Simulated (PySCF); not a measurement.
Zn: ionisation energy

Zn [Ar] 3d10 4s2 (1S) → Zn⁺ [Ar] 3d10 4s1 (2S), as a difference of total energies. All numbers are calculated (PySCF 2.14, scalar relativity through the core potential, in aug-cc-pVDZ-PP with ECP10MDF). Correlated levels: valence: 3s2 3p6 frozen. The calculations carry no spin-orbit coupling.

```
           method  ionisation energy (eV)  error (eV)
              UHF                   7.873      -1.521
             PBE0                   9.386      -0.008
              PBE                   9.701      +0.307
    MP2 (valence)                   9.170      -0.224
SCS-MP2 (valence)                   9.181      -0.213
```

Reference: 9.394 eV (measured; NIST Atomic Spectra Database, ionization energies).

Errors of the correlated levels include the incompleteness of this basis and the frozen core.

MP2 underrates the near-degeneracy of ns² with np² in the lower species.
